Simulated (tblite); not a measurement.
Q: Give a GFN2-xTB geometry of `C=CC1=CCCP1CC`.

A: 
```xyz
22
C8H13P angstrom
C     -1.628    2.568    0.653
C     -1.784    1.338    1.128
C     -1.214    0.166    0.502
C     -1.360   -1.091    0.932
C     -0.678   -2.171    0.159
C     -0.210   -1.567   -1.170
P     -0.178    0.295   -1.013
C      1.454    0.506   -0.118
C      2.619    0.533   -1.098
H     -1.061    2.742   -0.249
H     -2.057    3.431    1.132
H     -2.359    1.162    2.029
H     -1.928   -1.354    1.814
H      0.169   -2.550    0.741
H     -1.350   -3.017   -0.007
H     -0.923   -1.804   -1.963
H      0.764   -1.943   -1.485
H      1.399    1.453    0.425
H      1.576   -0.297    0.613
H      2.672   -0.396   -1.663
H      2.501    1.351   -1.805
H      3.563    0.666   -0.571
```

Orientation and origin are arbitrary. Atoms count from 1 in this order. The C–P distances run from 1.839 Å (C3–P7, drawn single) to 1.873 Å (P7–C8, drawn single), a spread of 0.034 Å. Of the pairs four or more bonds apart, P7···H10 is among the closest relative to their van der Waals radii: 2.71 Å, 90 % of the sum of Bondi's values. P7 (phosphine phosphorus) is pyramidal (angles 99.6°, 96.1° and 89.4°, sum 285.1°, 0.97 Å off the plane of its three neighbours). The 5-membered ring C3–C4–C5–C6–P7 has internal angles of 89.4° to 117.6° (sum 537°, against 540° for a flat polygon); it is puckered, 0.09 Å rms from its mean plane, widest ring torsion 18°.

Bonds between heavy atoms (Å): C1=C2 1.328, C2–C3 1.445, C3=C4 1.337, C4–C5 1.493, C5–C6 1.533, C6–P7 1.869, P7–C8 1.873, C8–C9 1.522, C3–P7 1.839.

The geometry is computed with GFN2-xTB (gas phase).

Point group: C1 (no symmetry element, even within 0.4 Å). Its GFN2-xTB frequencies are all real (lowest 62 cm⁻¹). The numbers are those of one conformer (C1–C2–C3–C4 -179°, C6–P7–C8–C9 85°, C3–C4–C5–C6 -13°, C4–C5–C6–P7 18°, C5–C6–P7–C8 80°, C2–C3–P7–C6 -171°).
